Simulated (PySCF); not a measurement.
Compound: C3H4AlFO2.
Geometry (PBE0-D3(BJ)/def2-SVP, Å), atoms numbered from 1 in this order:
```
atom  x, y, z in Å
F1    -2.5431   -0.1258    1.2694
Al2   -1.7698   -0.0718   -0.2121
O3    -0.4539   -1.3717   -0.1897
C4     0.7846   -1.1904    0.0153
C5     1.4103    0.0491    0.1618
C6     0.6863    1.2398    0.0634
O7    -0.5620    1.3303   -0.1382
H8    -2.6190   -0.0801   -1.5340
H9     1.4004   -2.1045    0.0680
H10    2.4857    0.0891    0.3317
H11    1.2274    2.1971    0.1554
```

The closed-shell ground state was solved at several levels (PySCF, density fitting, gas phase, non-relativistic).

```tsv
level	basis functions	HOMO (eV)	LUMO (eV)	gap (eV)	dipole (D)
PBE0/6-31G*	110	-7.81	-2.35	5.46	5.13
CAM-B3LYP/pcSseg-1	146	-9.34	-1.54	7.80	5.39
HF/pcSseg-1	146	-10.58	1.18	11.76	6.02
PBE0/pcSseg-2	315	-8.06	-2.69	5.37	5.25
PBE0/6-31G	75	-8.02	-2.61	5.41	5.67
PBE0/aug-cc-pVDZ	201	-8.01	-2.67	5.34	5.16
wB97X-D/pcSseg-1	146	-9.90	-0.88	9.02	5.37
BP86/pcSseg-1	146	-7.07	-3.66	3.41	5.04
LDA/pcSseg-1	146	-7.16	-3.82	3.34	5.11
```

What might PBE0/IGLO-III (294 basis functions) give for the same quantities?

HOMO -8.02 eV, LUMO -2.67 eV, gap 5.35 eV, dipole 5.16 D.

Over all these levels, which gives the widest orbital gap and which the narrowest?

HF/pcSseg-1 (Hartree–Fock, all exact exchange) has the widest, 11.76 eV, and LDA/pcSseg-1 (LDA) the narrowest, 3.34 eV. The two share the basis. From the narrowest to the widest the HOMO moves by -3.42 eV and the LUMO by +5.00 eV.

How much does the basis alone move the frontier levels among the 5 PBE0 rows (the withheld one included)?

The HOMO by 0.25 eV and the LUMO by 0.34 eV. By rising basis size (HOMO, LUMO in eV): 6-31G -8.02, -2.61; 6-31G* -7.81, -2.35; aug-cc-pVDZ -8.01, -2.67; IGLO-III -8.02, -2.67; pcSseg-2 -8.06, -2.69.

How far do the dipole and the HOMO energy spread over the levels?

The dipole runs from 5.04 to 6.02 D (mean 5.33 D) and the HOMO from -10.58 to -7.07 eV.
